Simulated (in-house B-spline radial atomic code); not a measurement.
# F4+: [He] 2s1 2p1 3d1 (an excited or competing configuration)

Level of theory: non-relativistic M06-2X, spin-polarised, spherical fractional occupations, exact exchange averaged over the configuration, point nucleus; calculated with an all-electron radial atomic-structure program (B-spline basis).

Z_r = [3n² - l(l+1)]/(2<r>); Z_e = n√(-2ε); the last column is Slater's effective charge. Values are occupation-weighted means over spin.

```json
{"shell": "1s", "electrons": "2", "ε (eV)": "-823.15", "<r> (bohr)": "0.1752", "Z_r": "8.56", "Z_e": "7.78", "Slater": "8.70"}
{"shell": "2s", "electrons": "1", "ε (eV)": "-136.73", "<r> (bohr)": "0.8108", "Z_r": "7.40", "Z_e": "6.34", "Slater": "6.95"}
{"shell": "2p", "electrons": "1", "ε (eV)": "-122.3", "<r> (bohr)": "0.7324", "Z_r": "6.83", "Z_e": "6.00", "Slater": "6.95"}
{"shell": "3d", "electrons": "1", "ε (eV)": "-38.916", "<r> (bohr)": "1.916", "Z_r": "5.48", "Z_e": "5.07", "Slater": "5.00"}
```

The least bound orbital is 3d up at -38.92 eV, and it is also the most diffuse (<r> = 1.916 bohr).

The density falls to 0.001 bohr⁻³ at 3.124 bohr; Σ<r²> = 5.7223 bohr² gives, by the non-relativistic formula and without the paramagnetism of open shells, a Langevin diamagnetic susceptibility of -4.532×10⁻⁶ cm³/mol.
